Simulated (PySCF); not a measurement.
Constitutional and geometric isomers with formula C2H2N2. Gas-phase values, no solvent. Strings in code marks are SMILES.

Quantity: vertical ionisation energy (energy after one electron is removed minus that of the parent at the parent's geometry), in eV.

Level 1: PBE-D3(BJ)/def2-TZVP // B3LYP-D3(BJ)/def2-TZVP (PySCF)
Level 2: PBE/6-31G* // B3LYP-D3(BJ)/def2-TZVP (PySCF)
Level 3: minus the HOMO energy of B3LYP-D3(BJ)/def2-TZVP (PySCF)
Level 4: HF/6-31G* // B3LYP-D3(BJ)/def2-TZVP (PySCF)

```csv
species,level 2,level 3,level 4
`[H]/N=c1\cn1`,9.46,7.22,8.96
```

Question: What does level 1 give for each?

Answer: 
- `[H]/N=c1\cn1`: 9.65
